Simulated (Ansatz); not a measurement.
Cu₂Te₈, relaxed as a singlet with RKS PBE0-D4/def2-SVP in Ansatz, starting from the GFN1-xTB geometry. Force threshold 0.03 eV/Å.

In the def2 sets Te takes a core potential; there is no spin–orbit coupling. The relaxation made no stability test and no search for a lower SCF solution. The structure comes from a short search, and lower isomers may exist.

Start:

```tsv
atom	x (Å)	y (Å)	z (Å)
Cu1	-1.111	0.859	0.143
Cu2	0.162	-1.396	0.010
Te3	-3.070	0.712	-1.432
Te4	-1.059	-0.871	-2.254
Te5	2.513	-0.012	0.248
Te6	1.930	0.569	2.803
Te7	0.742	0.954	-3.229
Te8	-0.534	-2.768	2.004
Te9	1.136	2.092	-0.831
Te10	-0.708	-0.138	2.538
```

(1) Estimate the energy that the relaxation releases and the steps that it takes.

(2) Does the start keep its bonding and symmetry?

(3) Predict the relaxed structure.

## Answers

(1) 5.3 kcal/mol, in 7 steps; 3.9 min on 4 threads of Arm Neoverse V1 on a shared host. No frequencies were taken in this run, so the end may be a saddle point.

(2) Bonds lost: Cu1–Te4, Cu2–Te10 (atoms count from 1). Point group C2 at the start, C2 at the end, both within 0.05 Å.

(3) 
```xyz
10

Cu   -1.1054    0.8890    0.3748
Cu    0.1316   -1.4449   -0.2192
Te   -2.9201    0.4066   -1.2874
Te   -0.9465   -1.0062   -2.4767
Te    2.4268   -0.1191    0.2135
Te    2.0677    0.5624    2.8067
Te    0.8027    1.0759   -3.2659
Te   -0.7528   -2.5030    1.8754
Te    1.0135    2.0828   -0.7640
Te   -0.7175    0.0565    2.7429
```
Bond lengths (bridged metal pairs left out): 7 × Te–Te 2.70 to 2.83 Å; 6 × Cu–Te 2.51 to 2.69 Å; 1 × Cu–Cu 2.71 Å.
